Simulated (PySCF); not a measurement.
## Atomic charges by several schemes

Compound: hexafluorocyclopropane, C3F6.
Cartesian coordinates in Å at the GFN2-xTB level; atoms count from 1:
```
atom  x, y, z in Å
F1     1.774   -0.147    0.844
C2     0.854   -0.174   -0.120
F3     1.406   -0.503   -1.287
C4    -0.294    0.823   -0.089
F5    -0.368    1.707    0.906
F6    -0.730    1.358   -1.228
C7    -0.556   -0.647    0.199
F8    -1.218   -1.384   -0.691
F9    -0.854   -1.027    1.441
```

Density: PBE0/pcSseg-1 (PySCF); schemes: Mulliken, IAO, Hirshfeld and ESP-fitted. Isolated species at its GFN2-xTB geometry, gas phase.

What partial charge does each atom carry?

In e; atoms taken as equivalent share a row and are averaged (×n: the atom named and its like, n in all):

```json
{"atom": "F1 (×6)", "environment": "fluorine of a CF2 group", "Mulliken": "-0.239", "IAO": "-0.248", "Hirshfeld": "-0.071", "ESP-fitted": "-0.167"}
{"atom": "C2/C4/C7", "environment": "CF2 carbon", "Mulliken": "+0.479", "IAO": "+0.497", "Hirshfeld": "+0.142", "ESP-fitted": "+0.335"}
```

Mean size of the charges over all atoms: IAO 0.331 e, Mulliken 0.319 e, ESP-fitted 0.223 e, Hirshfeld 0.095 e. Each set sums to the total charge, 0, to within 0.001 e. The ESP scheme is a least-squares fit of atom-centred charges to the potential on four shells outside the van der Waals surface, with the total charge fixed. The Mulliken scheme counts on each atom the diagonal of the density matrix times the overlap matrix over that atom's basis functions.

Lowest charge. All schemes agree: Mulliken F1 (×6) (-0.239); IAO F1 (×6) (-0.248); Hirshfeld F1 (×6) (-0.071); ESP-fitted F1 (×6) (-0.167).

Highest charge. All schemes agree: Mulliken C2/C4/C7 (+0.479); IAO C2/C4/C7 (+0.497); Hirshfeld C2/C4/C7 (+0.142); ESP-fitted C2/C4/C7 (+0.335).

How many electrons does the Mulliken scheme count on F8?

Its own charge is -0.239 e, so Z − q = 9.239.

Sum the charges by element.

```
element  atoms  Mulliken     IAO  Hirshfeld  ESP-fitted
      F      6    -1.437  -1.490     -0.427      -1.004
      C      3    +1.437  +1.490     +0.427      +1.004
```
